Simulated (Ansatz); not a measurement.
Cost and result for the atomization energy of C$_{2}$H$_{7}$AlO$_{2}$, SMILES `C[CH2][Al]([OH])[OH]` (12 atoms, 11 bonds).

Z-matrix (Å, degrees):
```
C
C 1 1.529
H 1 1.092 2 111.6
H 1 1.092 2 111.6 3 119.1
H 1 1.094 2 111.8 3 -120.5
Al 2 1.949 1 115.5 3 -59.5
H 2 1.098 1 110.2 3 63.1
H 2 1.098 1 110.2 3 177.9
O 6 1.695 2 118.9 1 0.2
O 6 1.700 2 124.3 1 -179.8
H 9 0.956 6 122.3 2 180.0
H 10 0.955 6 124.1 2 0.1
```

Total charge 0; spin multiplicity 1. The geometry is a stationary point of PBE0-D4/def2-TZVP. It is one conformer, not always the lowest. Program: Ansatz. All runs use 4 threads of an Arm Neoverse V1 on a shared host. Times are those of one run each, without the atoms' runs, and a repeat can differ threefold. Electronic energies, without spin–orbit coupling; frozen cores. CCSD(T)/CBS adds CCSD(T) − MP2 in def2-TZVPP to the MP2 limit, and its time is that of the two runs behind it. T1 = 0.011. B3LYP takes the VWN-RPA correlation (the form of Gaussian; ORCA's B3LYP/G).

CCSD(T)/CBS is a level of theory with its own doubt, some kJ/mol a heavy atom from the limit and from the frozen cores, so smaller differences don't rank the functionals.

| level | functions | wall time | atomization (kJ/mol) | difference from CCSD(T)/CBS | per bond |
| --- | --- | --- | --- | --- | --- |
| LDA (SPW92)/def2-TZVPP | 264 | 1.3 s | 5275.8 | 604.1 | 54.9 |
| revPBE-D4/def2-TZVPP | 264 | 2.2 s | 4593.9 | -77.8 | -7.1 |
| BHLYP-D4/def2-TZVPP | 264 | 3.1 s | 4505.6 | -166.1 | -15.1 |
| CAM-B3LYP-D4/def2-TZVPP | 264 | 3.5 s | 4670.0 | -1.7 | -0.2 |
| r2SCAN-D4/def2-TZVPP (with forces) | 264 | 4.8 s | 4663.4 | -8.3 | -0.7 |
| B3LYP-D4/def2-TZVPP (with forces) | 264 | 4.8 s | 4639.4 | -32.3 | -2.9 |
| B2PLYP/def2-TZVPP | 264 | 6 s | 4608.8 | -62.9 | -5.7 |
| CCSD(T)/def2-SVP | 109 | 6 s | 4398.5 | -273.2 | -24.8 |
| B97M-V/def2-TZVPP | 264 | 9 s | 4651.6 | -20.1 | -1.8 |
| ωB97M-V/def2-TZVPP (with forces) | 264 | 12 s | 4663.6 | -8.1 | -0.7 |
| MP2/def2-QZVPP | 508 | 22 s | 4712.3 | 40.6 | 3.7 |
| CCSD(T)/def2-TZVPP | 264 | 2.9 min | 4550.4 | -121.3 | -11.0 |
| CCSD(T)/CBS(def2) | – | 3.3 min | 4671.7 | 0.0 | 0.0 |

From r2SCAN to r2SCAN0 (25 % exact exchange), in def2-TZVPP and without D4, the atomization energy moves by −75.2 kJ/mol: exact exchange takes away binding that semilocal exchange gives to molecules. In def2-TZVPP, CCSD(T) changes the Hartree–Fock value by +1132.7 kJ/mol (the triples alone add +61.0 kJ/mol) and MP2 by +1222.3 kJ/mol; breaking electron pairs costs correlation energy, which Hartree–Fock lacks. The D4 term adds +31.5 kJ/mol with B3LYP and +16.7 kJ/mol with PBE0; it sums over pairs of atoms, weighted by their polarisabilities, and B3LYP, whose exchange is more repulsive, gets the larger term.
